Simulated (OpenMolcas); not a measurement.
Mo2+ (d4) among equal point charges was computed by CASSCF with the d shell active (OpenMolcas, ANO-RCC-VTZP on the metal). Its lowest spin-free states, and all those of the highest spin:

| 2S+1 | Degeneracy | E (cm-1) |
| --- | --- | --- |
| 5 | 1 | 0.0 |
| 5 | 1 | 4060 |
| 5 | 1 | 4641 |
| 5 | 2 | 6542 |
| 3 | 2 | 14358 |
| 3 | 1 | 15229 |
| 3 | 1 | 16413 |
| 3 | 1 | 17439 |
| 3 | 2 | 17880 |
| 3 | 1 | 18098 |
| 3 | 2 | 18530 |
| 3 | 1 | 19060 |

Question: Is the site octahedral, tetrahedral or cube-like, axial, or of lower symmetry?

Answer: The states with 2S+1 = 5 have orbital degeneracies 1, 1, 1, 2. There are pairs but no triples, so the site is axial: not cubic, but with a proper or improper axis of order three or more. The run had Mo2+ among 6 point charges of -0.85 e arranged as a tetragonal octahedron (D4h), 2.21 Å from the ion, with the axial distance 2.564 Å.

Without dynamic correlation the repulsion within the d shell is too large (B by tens of per cent), so at a given field states of lower spin stand too high. Point charges give a weaker field than real ligands, and real ions of this kind are as a rule low spin; the high spin found here belongs to the model. This is an electrostatic model: the charges have no orbitals. No measured value stands beside these numbers.
